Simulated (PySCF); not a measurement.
```xyz
6
charge -1 multiplicity 1, angstrom
Pd    0.0000    0.0000    0.0129
H     0.4299    0.0000   -1.6609
H    -1.6349    0.0000    0.1957
H     0.0000    0.0000    1.5751
H     1.6349    0.0000    0.1957
H    -0.4299    0.0000   -1.6609
```

Method: PBE0 in PySCF with Pd def2-TZVPD with ECP28, H def2-TZVPD; scalar-relativistic core potentials, no spin–orbit coupling; density-fitted integrals.

This geometry of PdH₅⁻ is a stationary point at this level.

Task: What is the point group?

Result: C2v.

Task: Is it a minimum?

Result: Yes: all harmonic wavenumbers are real.

Task: Which band is strongest in the infrared?

Result: 1581 cm⁻¹ (b2), 917 km/mol.

Task: What are the dipole moment and the gap between the highest occupied and lowest empty levels?

Result: 2.17 D about the centre of mass and 5.46 eV.

Stability towards spin polarisation was not tested. Other isomers or separated fragments may lie lower. The lowest empty level of this anion is unbound, so it and the gap depend on the basis.
